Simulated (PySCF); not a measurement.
C₄H₁₄Si₂ (SMILES C[SiH](C)[SiH](C)C), singlet, at a GFN2-xTB geometry. Base run: DF-CAMB3LYP/STO-3G in PySCF.

The PySCF input:
```python
from pyscf import gto, scf, dft

mol = gto.M(
    atom='''
Si    0.901234   -0.284161   -0.682076
C     1.646603   -1.963095   -0.171345
C     2.283993    1.023155   -0.563237
Si   -0.902701    0.277423    0.682911
C    -2.295147   -1.017191    0.540396
C    -1.632843    1.969111    0.192702
H     0.556778   -0.398866   -2.117705
H     1.969871   -1.951520    0.865868
H     0.919141   -2.762383   -0.276479
H     2.508286   -2.223946   -0.779148
H     3.144909    0.756139   -1.169474
H     1.935002    1.994034   -0.901886
H     2.628897    1.140058    0.460400
H    -0.563113    0.369756    2.121310
H    -1.954533   -1.995607    0.865665
H    -2.637465   -1.116312   -0.485975
H    -3.156041   -0.752715    1.147751
H    -1.951044    1.974915   -0.846130
H    -0.900158    2.761439    0.313011
H    -2.495643    2.227469    0.800011
''',
    basis='sto-3g',
    charge=0,
    spin=0,
    verbose=4,
    max_memory=1800,
)

mf = dft.RKS(mol)
mf.xc = 'camb3lyp'
mf = mf.density_fit(auxbasis='def2-universal-jkfit')
mf.kernel()
```

The job was repeated with other settings on one machine. Differences are taken from the largest basis of the Pople family in the series, which isn't the basis-set limit (6-311+G(2d,p): -739.850081 Eh). The cheapest run took very roughly 13 core-seconds.

| setting | basis functions | cost, times the cheapest (rough) | difference in total energy (mEh) |
|---|---|---|---|
| STO-3G | 52 | 1 | 8676.31 |
| 6-31G | 90 | 2 | 210.60 |
| 6-31G* | 120 | 2 | 120.73 |
| 6-31G** | 162 | 3 | 99.98 |
| 6-311G** | 208 | 3 | 9.95 |
| 6-311+G(2d,p) | 262 | 4 | reference |

Times come from a shared machine, hold the start-up and are rough. Total energies converge more slowly with the basis than energy differences do.
